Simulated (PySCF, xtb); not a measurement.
BiCl2, SMILES [Cl][Bi+][Cl] (connectivity only; charge and spin as stated), charge +1, multiplicity 1.

Harmonic wavenumbers (cm⁻¹) from GFN2-xTB (xtb) at its own minimum, in rising order: 105, 311, 334.

Question: What does PBE0-D3(BJ)/def2-TZVP (PySCF) give at its own minimum? (Estimate from the structure and the level; the computed values follow.)

Answer: 124, 388, 403. Paired by order, the mean absolute difference is 55 cm⁻¹ and the zero-point energies are 1.1 and 1.3 kcal/mol.
